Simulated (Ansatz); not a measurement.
GeH2S (SMILES [SH][GeH]) moved off its minimum; all values from Ansatz (a program for electronic structure), cores frozen in correlated methods.
(charge 0, multiplicity 1)
```xyz
4

Ge     0.30521    -0.45748     0.43556
H      0.73804    -1.41133    -0.68579
S     -0.43500     1.06354    -1.03583
H     -0.86584     1.82351    -0.30936
```

```tsv
level	largest force (eV/Å)	on atom	rms difference from CCSD(T)/def2-TZVPPD (eV/Å)	dipole (D)
HF/def2-TZVPP	9.45	S3	0.155	1.10
PBE/def2-TZVPP	10.02	S3	0.159	0.84
r2SCAN/def2-TZVPP	9.84	S3	0.109	0.82
B3LYP/def2-TZVPP	9.64	S3	0.032	0.98
wB97M-V/def2-TZVPP	9.67	S3	0.130	1.03
MP2/def2-TZVPPD	9.65	S3	0.069	0.88
CCSD(T)/def2-TZVPPD	9.65	S3	0.000	0.83
```

The differences count from one level among others, with limits of its own. Forces at CCSD(T)/def2-TZVPPD (eV/Å):

```json
[
 {"atom": "Ge1", "Fx": "-0.388", "Fy": "0.718", "Fz": "0.826"},
 {"atom": "H2", "Fx": "0.277", "Fy": "-0.488", "Fz": "-0.791"},
 {"atom": "S3", "Fx": "3.567", "Fy": "-6.455", "Fz": "-6.229"},
 {"atom": "H4", "Fx": "-3.457", "Fy": "6.225", "Fz": "6.194"}
]
```
